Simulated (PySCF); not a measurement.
**Two-photon absorption: bromoethane, C₂H₅Br**

Geometry:
| atom | x (Å) | y (Å) | z (Å) |
| --- | --- | --- | --- |
| C1 | -0.788 | 0.181 | 0.013 |
| C2 | 0.625 | -0.338 | 0.025 |
| Br3 | 1.909 | 1.078 | -0.363 |
| H4 | -1.044 | 0.605 | -0.959 |
| H5 | -1.480 | -0.642 | 0.220 |
| H6 | -0.934 | 0.950 | 0.772 |
| H7 | 0.796 | -1.098 | -0.734 |
| H8 | 0.916 | -0.732 | 0.997 |

Method: PySCF 2.14.0, TDDFT CAM-B3LYP/aug-cc-pVTZ excited states, vertical, gas phase. Geometry: PBE0-D3(BJ)/def2-TZVP.

The calculation is non-relativistic, which matters for the atoms heavier than Zn. Singlets 5 and 6, 7 and 8 lie within 0.01 eV of each other, so their separate moments and overlaps can depend on how they mix.

Task: How strongly do the lowest singlets absorb one photon, and two photons of half the energy?

Result: δ for parallel linear polarisation; σ at the peak of a Lorentzian of half width 0.1 eV, single beam; Ω is circular over linear.
| state | E (eV) | f | photon λ (nm) | δ (au) | σ (GM) | Ω | main |
| --- | --- | --- | --- | --- | --- | --- | --- |
| S1 | 6.15 | 0.000 | 403 | 2.22 | 0.03 | 1.50 | HOMO→LUMO+4 0.28, HOMO→LUMO+1 0.26 |
| S2 | 6.20 | 0.001 | 400 | 9.22 | 0.13 | 0.73 | HOMO−1→LUMO+4 0.28, HOMO−1→LUMO+1 0.25 |
| S3 | 6.99 | 0.043 | 355 | 27.6 | 0.49 | 1.50 | HOMO→LUMO 0.57, HOMO→LUMO+3 0.33 |
| S4 | 7.05 | 0.056 | 352 | 28.1 | 0.51 | 1.02 | HOMO−1→LUMO 0.56, HOMO−1→LUMO+3 0.34 |
| S5 | 7.79 | 0.018 | 318 | 113 | 2.51 | 0.86 | HOMO→LUMO+2 0.86 |
| S6 | 7.80 | 0.007 | 318 | 83.4 | 1.86 | 1.50 | HOMO→LUMO+1 0.45, HOMO−1→LUMO+2 0.22 |

Among these, the strongest one-photon state is S4, the strongest two-photon state S5, with a dipole change of 5.3 D (relaxed, norm of the difference vector).
